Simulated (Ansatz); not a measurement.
`C1[SiH2][O][AlH][Te]1`. Charge 0, multiplicity 1. Te takes the def2 core potential. The geometry is a stationary point of PBE0-D4/def2-TZVP.

```xyz
10

C     0.465    1.200   -0.500
Si    0.246    0.235    1.101
O    -0.736   -1.054    0.838
Al   -0.934   -1.723   -0.719
Te    0.242   -0.096   -2.237
H    -0.271    1.996   -0.616
H     1.463    1.633   -0.572
H    -0.359    1.109    2.141
H     1.581   -0.232    1.561
H    -1.697   -3.069   -0.998
```

Question: What is the dipole moment at r2SCAN/def2-TZVPP? (Best estimate.)

Answer: Ansatz gave: 0.60 D, with components (-0.02, 0.54, -0.26) D in this frame, pointing from negative to positive charge.

Question: And with PBE, B3LYP, ωB97M-V? (An estimate is asked.)

Answer: Ansatz gave: PBE 0.67 D, B3LYP 0.59 D, ωB97M-V 0.45 D.

Question: Give the Mulliken charges with r2SCAN, PBE, B3LYP in def2-TZVPP. (Estimate.)

Answer: Computed: 
```
atom  r2SCAN    PBE  B3LYP
  C1   -0.34  -0.37  -0.41
 Si2    0.49   0.38   0.47
  O3   -0.45  -0.34  -0.41
 Al4    0.47   0.36   0.42
 Te5   -0.11  -0.07  -0.06
  H6    0.13   0.15   0.15
  H7    0.12   0.14   0.14
  H8   -0.09  -0.08  -0.09
  H9   -0.10  -0.09  -0.10
 H10   -0.12  -0.09  -0.11
```

B3LYP here is the variant with VWN-RPA as its local correlation; programs differ in this.
